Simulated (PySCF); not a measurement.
F3Ga, SMILES [Ga-]([F])([F])[F], charge -1, multiplicity 2. The structure is a stationary point at PBE0-D3(BJ)/def2-SVPD.

These are PBE0-D3(BJ)/def2-SVPD (PySCF) values and carry that method's errors.

Harmonic wavenumbers (cm⁻¹): 169, 169, 220, 539, 556, 556. Rotational constants (GHz): 5.205, 5.205, 3.070; symmetry number 3.

Problem. Work out the zero-point energy and the ideal-gas rigid-rotor harmonic-oscillator thermochemistry at 298.15 K and 1 atm.

Solution. ZPE = ½ Σ hcν = ½ × 2210 cm⁻¹ = 13.22 kJ/mol. H − E(el) = 29.23 kJ/mol. Entropy in J/(mol K): translation 169.13, rotation 98.65, vibration 35.48, spin 5.76, total 309.02. G − E(el) = -62.91 kJ/mol. Cp = 70.86 J/(mol K).
